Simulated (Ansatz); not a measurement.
Gas-phase electronic energies from Ansatz, PBE0-D4/def2-TZVP geometries. CBS: MP2 limit from def2 TZ/QZ plus the TZ coupled-cluster correction, frozen cores. For Na outer-core shells are correlated without core-valence functions, which leaves a few kJ/mol of doubt a bond. Each species was taken in one conformer, which may not be the lowest.

`[CH3][AlH][SiH2]F` + `[Na][SH]` → `C[S][Na]` + `F[SiH2][AlH2]`  (substitution at a C–Al bond)

| species | HF/def2-QZVPP energy (Eh) |
| --- | --- |
| `[CH3][AlH][SiH2]F` | -671.80649 |
| `[Na][SH]` | -560.03164 |
| `C[S][Na]` | -599.06580 |
| `F[SiH2][AlH2]` | -632.74154 |

**Question.** Work out ΔE.

**Answer.** ΔE = (-599.06580) + (-632.74154) − (-671.80649) − (-560.03164) = 0.03079 Eh = +0.84 eV. CCSD(T)/CBS gives +0.90 eV.

Largest T1 diagnostic among the species: 0.012.

At CCSD(T), def2-SVP lies −0.05 eV from the extrapolated value and def2-TZVPP −0.00 eV. In def2-TZVPP, CCSD(T) changes the Hartree–Fock value by +0.06 eV (the triples alone add −0.00 eV) and MP2 by +0.07 eV. Leaving LDA and LC-ωPBE aside and taking each functional with its dispersion term where it has one, the values, not all of them listed here, spread over 0.13 eV, from revPBE-D4 to r2SCAN-D4. LDA lies +0.04 eV from PBE without D4.
